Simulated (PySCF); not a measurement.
Re₂S: from structure and modes to constants

These are results of PBE0/[S def2-TZVP, Re def2-TZVP with ECP60], scalar-relativistic core potentials, density fitting, no spin–orbit coupling, PySCF, not measurements.

The singlet minimum has C2v symmetry. Masses (u): S 31.97207, Re 186.95575.

```xyz
3
charge 0 multiplicity 1, angstrom
S     0.0000    0.0000   -1.8832
Re    1.0390    0.0000    0.1608
Re   -1.0390    0.0000    0.1608
```

Harmonic wavenumbers (cm⁻¹): 261.1 (b2, ×1), 367.6 (a1, ×1), 469.1 (a1, ×1).

(1) Find the principal moments of inertia and the rotational constants. What kind of rotor is it?

(2) What is the harmonic zero-point energy?

(3) Find the vibrational entropy and heat capacity at 298.15 K.

(4) Give the standard entropy (298.15 K, 1 bar) by its translational, rotational, vibrational and spin parts, and Cp.

## Answers

(1) About the centre of mass I = 123.06, 403.65, 526.71 u Å². With B = 16.8576/I this gives 0.137, 0.04176, 0.03201 cm⁻¹. The molecule is an asymmetric top with κ = -0.81.

(2) Half the sum of all 3 wavenumbers, 1098/2 = 549 cm⁻¹, which is 6.6 kJ/mol (1 cm⁻¹ = 0.0119627 kJ/mol).

(3) With u = 1.43878 ω/T, each mode gives S = R[u/(eᵘ−1) − ln(1−e⁻ᵘ)] and C = R u² eᵘ/(eᵘ−1)².
```
ω (cm⁻¹)      u  S (J/(mol K))  C (J/(mol K))
   261.1  1.260           6.92           7.30
   367.6  1.774           4.56           6.44
   469.1  2.264           3.10           5.52
```
The sums over all modes are S = 14.6 and C = 19.3 J/(mol K); the softest mode gives 47 % of the entropy.

(4) Sackur–Tetrode with M = 405.88 u gives 183.8; rotation with symmetry number 2 gives 113.8; vibration 14.6; spin R ln 1 = 0.0. The total is 312.1 J/(mol K), and Cp = 4 R + 19.3 = 52.5 J/(mol K).

Stability towards spin polarisation was not tested. This need not be the most stable arrangement of these atoms. No spin–orbit coupling is included, which matters more the heavier the element.
